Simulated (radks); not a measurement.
Question: Charge is removed step by step from the 3s level of neutral calcium, starting from [Ar] 4s2. Level of theory: scalar-relativistic Kohn-Sham, LDA (Slater exchange, Perdew-Wang correlation), spin-unpolarised, spherical densities, finite nucleus; Fermi nuclear charge, rms radius 3.4776 fm (a radial shooting solver on a logarithmic mesh with Libxc functionals). At the starting occupation the eigenvalue is -46.832 eV. Estimate the energy to remove one whole electron from this level, the eigenvalue at the end, and how far E(n) bends from a straight line.

Answer: Delta-SCF 53.979 eV; final eigenvalue -61.462 eV; the deviation from the straight line is -1.831 eV at 0.5 electron removed, the largest on the grid computed. Slater's transition state (half an electron removed) gives 53.903 eV. Integrating minus the eigenvalue over the occupation (Janak's theorem) gives 53.984 eV. In this scalar-relativistic scheme the density is built from large components alone, so the theorem holds only approximately. The mean slope of the eigenvalue, de/dn, is 14.6 eV per electron.
